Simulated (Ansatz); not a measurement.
Reaction (formal exchange of groups at a B–Br bond): `COB(C)Br` + `[AlH3]` → `CO[B](C)[AlH2]` + HBr

Isolated molecules relaxed with PBE0-D4/def2-TZVP in Ansatz; ΔE leaves out vibrations. CBS: MP2 limit from def2 TZ/QZ plus the TZ coupled-cluster correction, frozen cores. This one scheme is used for every species. Functionals use def2-TZVPP. B3LYP here is the variant with VWN-RPA as its local correlation; programs differ in this. For Br outer-core shells are correlated without core-valence functions, which leaves a few kJ/mol of doubt a bond. Scalar relativity is left out up to krypton. Each species was taken in one conformer, which may not be the lowest.

`COB(C)Br`:

Z-matrix (Å, degrees):
```
C
O 1 1.413
H 1 1.091 2 108.5
H 1 1.091 2 108.2 3 118.1
H 1 1.091 2 111.7 3 -121.0
B 2 1.336 1 127.9 3 115.8
Br 6 1.959 2 120.7 1 0.2
C 6 1.558 2 121.0 1 -179.7
H 8 1.094 6 110.6 2 -123.1
H 8 1.091 6 111.8 2 -1.4
H 8 1.094 6 110.4 2 119.8
```

`[AlH3]`:

Cartesian coordinates in Å:
```
Al 0.000 0.000 0.000
H -0.289 -0.959 1.229
H 1.401 0.734 -0.121
H -1.111 0.226 -1.108
```

`CO[B](C)[AlH2]`:

```xyz
13

C     0.092    1.039    1.789
O     0.651   -0.010    1.042
B     0.237   -0.370   -0.196
C     1.007   -1.573   -0.854
Al   -1.379    0.621   -1.248
H    -0.726    1.534    1.247
H     0.864    1.779    2.009
H    -0.301    0.646    2.730
H     1.476   -1.260   -1.794
H     0.314   -2.378   -1.127
H     1.781   -1.989   -0.204
H    -1.120    1.831   -2.260
H    -2.896    0.131   -1.133
```

HBr:

Cartesian coordinates in Å:
```
Br 0.408 -0.336 -0.474
H -0.408 0.336 0.474
```

```json
{"level": "PBE0-D4", "ΔE (kJ/mol)": "125.9", "difference from CCSD(T)/CBS": "-8.3"}
{"level": "B3LYP-D4", "ΔE (kJ/mol)": "129.7", "difference from CCSD(T)/CBS": "-4.5"}
{"level": "ωB97X-V", "ΔE (kJ/mol)": "131.7", "difference from CCSD(T)/CBS": "-2.5"}
{"level": "ωB97M-V", "ΔE (kJ/mol)": "134.6", "difference from CCSD(T)/CBS": "0.4"}
{"level": "PBE", "ΔE (kJ/mol)": "118.5", "difference from CCSD(T)/CBS": "-15.7"}
{"level": "r2SCAN", "ΔE (kJ/mol)": "132.6", "difference from CCSD(T)/CBS": "-1.6"}
{"level": "PBE0", "ΔE (kJ/mol)": "125.3", "difference from CCSD(T)/CBS": "-8.9"}
{"level": "MP2/def2-TZVPP", "ΔE (kJ/mol)": "145.0", "difference from CCSD(T)/CBS": "10.8"}
{"level": "SCS-MP2/def2-TZVPP", "ΔE (kJ/mol)": "141.2", "difference from CCSD(T)/CBS": "7.0"}
{"level": "CCSD/def2-TZVPP", "ΔE (kJ/mol)": "132.9", "difference from CCSD(T)/CBS": "-1.3"}
{"level": "CCSD(T)/def2-TZVPP", "ΔE (kJ/mol)": "132.1", "difference from CCSD(T)/CBS": "-2.1"}
{"level": "HF/def2-QZVPP", "ΔE (kJ/mol)": "144.1", "difference from CCSD(T)/CBS": "9.9"}
{"level": "MP2/def2-QZVPP", "ΔE (kJ/mol)": "145.9", "difference from CCSD(T)/CBS": "11.7"}
{"level": "SCS-MP2/def2-QZVPP", "ΔE (kJ/mol)": "141.9", "difference from CCSD(T)/CBS": "7.7"}
{"level": "MP2/CBS(def2)", "ΔE (kJ/mol)": "147.0", "difference from CCSD(T)/CBS": "12.8"}
{"level": "CCSD/CBS(def2)", "ΔE (kJ/mol)": "135.0", "difference from CCSD(T)/CBS": "0.8"}
{"level": "CCSD(T)/CBS", "ΔE (kJ/mol)": "134.2", "difference from CCSD(T)/CBS": "0"}
```

Largest T1 diagnostic among the species: 0.013.

From PBE to PBE0 (25 % exact exchange), in def2-TZVPP and without D4, ΔE moves by +6.9 kJ/mol.
